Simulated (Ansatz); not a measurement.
Input and output for Be₂F₃ (the lowest doublet isomer of a short search).

```yaml
crystal:
  periodic: [false, false, false]
  atoms:
    - {symbol: Be, position_ang: [-1.476613, 0.624152, -0.054670]}
    - {symbol: Be, position_ang: [0.553900, -0.233968, 0.020087]}
    - {symbol: F, position_ang: [-0.869005, -0.813763, -0.265798]}
    - {symbol: F, position_ang: [-0.037529, 1.196871, 0.232862]}
    - {symbol: F, position_ang: [1.829227, -0.773282, 0.067519]}
basis:
  gaussian: {orbitals: def2-SVPD}
magnetization: {spin_polarized: true, initial_magnetization: 1}
hamiltonian: {xc: {name: B2GP-PLYP}}
output: {forces: true}
```

```sh
$ ansatz run in.yaml --threads 4 --pin off --events-out ev --progress --plain --max-ram 3916MiB
```

It prints (some lines left out):

```
Functional definition: B2GP-PLYP
971 factors; integrals over basis functions are off by at most 3.6e-4 eV
mean field evaluation 1: about -8932.2800 eV, gradient 3.4e1 eV
mean field evaluation 2: about -8932.3991 eV, gradient 3.4e1 eV
mean field evaluation 4: about -8936.8071 eV, gradient 1.8e0 eV
mean field evaluation 8: about -8936.8751 eV, gradient 8.5e-2 eV
mean field evaluation 16: about -8936.8752 eV, gradient 1.1e-4 eV
mean field -8936.87524569 eV, -328.4241076476 hartree, gradient 6.7e-6 eV, S^2 0.750225; 0 other end points of the search recorded, 0 dependent functions left out
3 core orbitals not correlated: weight in the atoms' cores, before any rotation towards them, 1.000 or more for the frozen orbitals, at most 0.000 for the correlated occupied ones
reference -8936.87537596 eV, -328.4241124348 hartree; 15, 14 occupied and 75, 76 virtual orbitals, 971 factors
second order -20.17818501 eV of doubles, -0.00000000 eV of singles
Total energy: -8944.13952256 eV, -328.6910648986 hartree
Atom 0 at    -1.476613     0.624152    -0.054670 Å, force    -0.808550     0.342060    -0.028889 eV/Å
Atom 1 at     0.553900    -0.233968     0.020087 Å, force    -0.047675     0.018929     0.001372 eV/Å
Atom 2 at    -0.869005    -0.813763    -0.265798 Å, force    -0.018666    -0.364631    -0.076134 eV/Å
Atom 3 at    -0.037529     1.196871     0.232862 Å, force     0.243234     0.270292     0.081254 eV/Å
Atom 4 at     1.829227    -0.773282     0.067519 Å, force     0.631656    -0.266649     0.022396 eV/Å
Dipole moment:    -0.225826     0.095598    -0.008677 e Å
```

Hardware: 4 threads of Arm Neoverse V1 on a shared host. Wall time 4.6 s.

Correlated methods freeze 3 core orbitals.
